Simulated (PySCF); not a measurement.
Geometry:
```csv
atom,x (Å),y (Å),z (Å)
Si1,0.413,0.523,0.314
C2,0.067,0.572,2.144
C3,-0.769,-0.271,2.762
H4,0.583,1.328,2.750
H5,-1.307,-1.048,2.209
H6,-0.947,-0.225,3.843
C7,2.222,0.230,-0.019
C8,2.722,-0.887,-0.557
H9,2.923,1.032,0.250
H10,2.078,-1.723,-0.851
H11,3.795,-1.022,-0.733
C12,-0.205,2.073,-0.511
C13,-0.940,2.990,0.131
H14,0.047,2.231,-1.566
H15,-1.225,2.866,1.182
H16,-1.296,3.902,-0.364
O17,-0.467,-0.863,-0.208
C18,-0.707,-1.103,-1.502
C19,-1.553,-2.325,-1.704
O20,-0.280,-0.405,-2.386
H21,-1.700,-2.509,-2.773
H22,-2.524,-2.183,-1.206
H23,-1.073,-3.193,-1.228
```

Geometry: PBE0-D3(BJ)/def2-SVP; GIAO shifts from PySCF 2.14, gas phase, non-relativistic, averaged over equivalent atoms.

At PBE0/pcSseg-1 (254 basis functions, 3.7 min wall time on 1 thread of an Intel Xeon, shared host):
```tsv
atoms	δ (ppm)
Si1	-10.5
C18	175.2
C3/C8/C13	145.9
C2/C7/C12	140.7
C19	23.0
H4/H9/H14	6.36
H5/H6/H10/H11/H15/H16	6.35
H21/H22/H23	2.11
O20	473.6
O17	213.5
```

Referencing at the same level of theory: ²⁹Si (σref 351.99) and ¹³C (σref 184.41) and ¹H (σref 31.27) against TMS; ¹⁷O (σref 334.56) against H2O.

Estimate the result of repeating the calculation with B3LYP/pcSseg-1.

Answers


```tsv
atoms	δ at B3LYP/pcSseg-1	change
Si1	-13.8	-3.3
C18	176.2	+1.0
C3/C8/C13	144.6	-1.3
C2/C7/C12	141.6	+0.9
C19	23.2	+0.2
H4/H9/H14	6.24	-0.12
H5/H6/H10/H11/H15/H16	6.21	-0.14
H21/H22/H23	2.11	+0.00
O20	476.9	+3.3
O17	217.5	+4.0
```

Scale: ²⁹Si (σ = 337.86 ppm) and ¹³C (σ = 179.24 ppm) and ¹H (σ = 31.38 ppm) against TMS; ¹⁷O (σ = 334.04 ppm) against H2O (reference shieldings calculated alike).

The largest change is at O17 (oxygen bonded to C, Si). Cost: 254 basis functions, 2.6 min wall time on 1 thread of an Intel Xeon, shared host. The order of the carbon signals is the same at both levels.

Unscaled 17O shifts of doubly bonded oxygen tend to come out too high, by tens of ppm or more. Experimental scales use liquid or dissolved standards, which lie at an offset from isolated H2O (liquid H2O: subtract about 36 ppm).
